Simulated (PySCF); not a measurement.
Vertical excitations of a molecule C3H7O2, multiplicity 2 from PySCF 2.14.0 with TDA-PBE/def2-SVPD, as energy in eV (oscillator strength): 0.50 (0.000), 1.29 (0.000), 3.01 (0.000), 3.85 (0.001), 3.99 (0.005), 4.58 (0.002), 5.10 (0.028), 5.72 (0.001), 5.98 (0.007), 6.14 (0.001). The structure is a stationary point at ωB97X-D3(BJ)/def2-SVP. The values are those of a single conformer.

Task: Which molecule gave these data?
(A) [CH2]C(O)CO
(B) CC(O)C[O]
(C) CC(O)[CH]O
(D) COCC[O]

Result: B, CC(O)C[O]
